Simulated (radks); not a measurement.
Charge is removed step by step from the 3d down level of Cu2+, starting from [Ar] 3d(up 5, down 4). Method: scalar-relativistic Kohn-Sham, r2SCAN, spin-polarised, spherical densities, finite nucleus; meta-GGA in the generalised Kohn-Sham scheme; Fermi nuclear charge, rms radius 3.8823 fm; computed with a radial shooting solver on a logarithmic mesh with Libxc functionals.

removed (e),E - E(0) (eV),eigenvalue (eV),E minus straight line (eV)
0,0.000,-29.013,0.000
0.1,2.987,-30.731,-0.813
0.2,6.147,-32.479,-1.453
0.3,9.483,-34.255,-1.916
0.4,12.998,-36.058,-2.201
0.5,16.695,-37.889,-2.304
0.6,20.576,-39.747,-2.222
0.7,24.644,-41.631,-1.954
0.8,28.902,-43.540,-1.495
0.9,33.352,-45.474,-0.845
1,37.997,-47.432,0.000

Removing the whole electron costs 37.997 eV by Delta-SCF, against 29.013 eV from minus the eigenvalue at the starting occupation. Slater's transition state (half an electron removed) gives 37.889 eV. Integrating minus the eigenvalue over the occupation (Janak's theorem) gives 38.000 eV. In this scalar-relativistic scheme the density is built from large components alone, so the theorem holds only approximately. The mean slope of the eigenvalue, de/dn, is 18.4 eV per electron. Ionisation energy of Cu2+ in the NIST Atomic Spectra Database: 36.84 eV (measured).
